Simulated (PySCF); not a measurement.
**Unknown compound**

Molecular formula: C₄H₈FNSi₂. Simulated spectra:

1H NMR (600 MHz, computed): δ 7.73 (m, 1H), 4.94 (m, 1H), 3.50 (d, 3H), 0.58 (d, 3H).

13C{1H} NMR (computed): δ 180.1 (CH), 119.3 (C), 100.0 (C), -6.0 (CH3).

[PySCF 2.14.0 with density-fitted response routines: geometry: GFN2-xTB; σ from GIAO-PBE0/pcSseg-1; fast rotation and ring inversion assumed for equivalent nuclei; non-relativistic Hamiltonian; isolated molecule; single conformer]

δ = σ(ref) − σ, references computed at the same level: TMS for 1H, 13C.

Task: Which of these isomers gave the spectra?
A. C[Si@H]([SiH3])/C(C#N)=C\F
B. [H]/N=C\[C@H]([SiH3])C#C[SiH2]F
C. N[Si@@H]1C=C[SiH2]C=C1F

Result: A. 

The formula gives 3 degrees of unsaturation (no ring in the answer). 4 carbon signals for 4 carbons: no two carbons are equivalent. Carbon types of the structure: 2 × C, 1 × CH, 1 × CH3, leaving 4 H on heteroatoms. δC 180.1: alkene CH. δC 119.3: nitrile carbon; C≡N carbons fall here, among the sp2 signals but without a proton. δC 100.0: fully substituted alkene carbon; an sp2 carbon of a C=C bond. δC -6.0: methyl carbon bonded to Si; an electropositive neighbour leaves it electron-rich and shielded. δH 7.73: hydrogen on an alkene CH; olefinic region.

The others: [H]/N=C\[C@H]([SiH3])C#C[SiH2]F would give 5 signals for carbon-bound and other non-exchanging H, not 4; N[Si@@H]1C=C[SiH2]C=C1F would give 6 signals for carbon-bound and other non-exchanging H, not 4.

Splittings by 19F in the carbon and heteronuclear signals aren't shown, as no couplings were computed. Shifts are as computed. Against solution values, carbons near 30 ppm lie about +3 ppm off and those near 130 ppm about +5 ppm. Of 1211 compounds with measured shifts, 218 miss one by over three times the rms of a fit or turn the order of signals round; such compounds aren't used in these exercises. Multiplicities follow the n + 1 count of equivalent neighbours, as no J values were calculated; m marks all less simple cases, F and P coupling included.
